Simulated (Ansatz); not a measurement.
Basis-set series for `C[B-](C)([OH2+])F`. Charge 0, multiplicity 1. The geometry is a stationary point of PBE0-D4/def2-TZVP. It is one conformer, not always the lowest.

```csv
functional,basis,functions,energy (Eh),HOMO (eV),LUMO (eV)
PBE0-D4,def2-SVP,110,-280.50858,-7.84,0.69
PBE0-D4,def2-TZVPP,267,-280.83765,-7.98,0.06
ωB97M-V,def2-SVP,110,-280.68958,-10.18,2.35
ωB97M-V,def2-TZVPP,267,-281.03071,-10.33,1.53
```

Question: Give the rows for def2-QZVPP. (An estimate is asked.)

Answer: Computed: 
```tsv
functional	basis	functions	energy (Eh)	HOMO (eV)	LUMO (eV)
PBE0-D4	def2-QZVPP	525	-280.85307	-8.00	-0.26
ωB97M-V	def2-QZVPP	525	-281.04542	-10.35	0.98
```

Positive LUMOs are unbound and depend on the basis.
